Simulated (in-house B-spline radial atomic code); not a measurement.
The numbers below are computed, except where a source is named.
**Making a Troullier-Martins p channel for P, r_c = 1.83 bohr**

P, [Ne] 3s2 3p3, non-relativistic LDA (VWN5), spherical and spin-unpolarised, from a B-spline radial code for spherical atoms (atomic units). The all-electron 3p level is ε = -0.206080 hartree, its outermost node lies just inside 0.65 bohr and its outer maximum at 1.83 bohr.

Inside r_c the pseudo-orbital is u(r) = r^2 exp(p(r)), with p = c0 + c2 r² + c4 r⁴ + … + c12 r¹². The seven coefficients follow from p and its first four derivatives at r_c, from zero curvature of the screened potential at the origin, c4 = −c2²/(2l + 5), and from the norm inside r_c. At r_c the all-electron orbital has P = 0.676846, P' = -0.001872061, the screened potential V = -0.907509, V' = 1.071117, V'' = -1.697091, and the norm inside is Q = 0.3390539.

Question: What are p, p' and p'' at r_c?

Answer: p = ln(P/r_c^2) = ln(0.676846/3.3489) = -1.59894. p' = P'/P − 2/r_c = -0.00277 − 1.09290 = -1.09566. The radial equation gives p'' = 2(V − ε) − 2(2) p'/r_c − p'² = -1.40286 − (-2.39489) − 1.20048 = -0.20844. Differentiating, p''' = 2V' + 2(2)p'/r_c² − 2(2)p''/r_c − 2p'p'' = 0.8324, and p'''' = 2V'' − 4(2)p'/r_c³ + 4(2)p''/r_c² − 2(2)p'''/r_c − 2p''² − 2p'p''' = -2.5442.

For a trial c2 the five matching conditions are linear in c0, c6, c8, c10 and c12, and c2 is varied until the norm inside r_c equals Q. The root nearest zero gives:

```json
{"n": "0", "c_n": "-0.6138175"}
{"n": "2", "c_n": "-0.2306904"}
{"n": "4", "c_n": "-0.007602578"}
{"n": "6", "c_n": "-0.02613677"}
{"n": "8", "c_n": "0.01257184"}
{"n": "10", "c_n": "-0.002188785"}
{"n": "12", "c_n": "0.0001382638"}
```

Question: Check c4 and p(r_c), and find the screened pseudopotential at the origin.

Answer: −c2²/7 = -0.00760258, as listed. The terms c_n r_c^n are -0.61382, -0.77256, -0.08526, -0.98165, 1.58128, -0.92196, 0.19504, which sum to -1.59894. Inverting the radial equation, V_l(r) = ε + 2 p'/r + (p'' + p'²)/2, so V_l(0) = ε + (2l + 3) c2 = -0.20608 + 5 × (-0.23069) = -1.3595 hartree, finite where the all-electron potential diverges.

Orbitals and screened potentials:

```json
{"r (bohr)": "0.183", "P": "-0.2504", "u": "0.01799", "V all-electron": "-51.24", "V pseudo": "-1.36"}
{"r (bohr)": "0.458", "P": "-0.2058", "u": "0.1081", "V all-electron": "-12.33", "V pseudo": "-1.385"}
{"r (bohr)": "0.732", "P": "0.1075", "u": "0.255", "V all-electron": "-5.419", "V pseudo": "-1.476"}
{"r (bohr)": "1.007", "P": "0.386", "u": "0.4241", "V all-electron": "-2.984", "V pseudo": "-1.589"}
{"r (bohr)": "1.281", "P": "0.5642", "u": "0.5682", "V all-electron": "-1.882", "V pseudo": "-1.55"}
{"r (bohr)": "1.556", "P": "0.6532", "u": "0.6532", "V all-electron": "-1.278", "V pseudo": "-1.259"}
{"r (bohr)": "1.83", "P": "0.6768", "u": "0.6768", "V all-electron": "-0.9075", "V pseudo": "-0.9075"}
```

Logarithmic derivatives P'/P at R = 2.13 bohr, for energies E around ε:

```json
{"E − ε (hartree)": "-0.5", "all-electron": "0.618878", "pseudo": "0.617127"}
{"E − ε (hartree)": "-0.25", "all-electron": "0.272906", "pseudo": "0.272222"}
{"E − ε (hartree)": "-0.1", "all-electron": "0.0136413", "pseudo": "0.0134919"}
{"E − ε (hartree)": "0", "all-electron": "-0.190837", "pseudo": "-0.190838"}
{"E − ε (hartree)": "0.1", "all-electron": "-0.429924", "pseudo": "-0.430164"}
{"E − ε (hartree)": "0.25", "all-electron": "-0.882074", "pseudo": "-0.884343"}
{"E − ε (hartree)": "0.5", "all-electron": "-2.11808", "pseudo": "-2.14039"}
```

Question: With P(R) = 0.6559027 and a norm of 0.4735125 inside R, what slope in energy does norm conservation fix?

Answer: d(P'/P)/dE = −2 × (norm inside R)/P(R)² = -2.2013 per hartree·bohr at E = ε, for both atoms, since orbital and norm agree at R. Differences over ±0.1 hartree give -2.2178 (all-electron) and -2.2183 (pseudo), which also hold third-order terms. Half a hartree below ε the two curves differ by -0.0018.
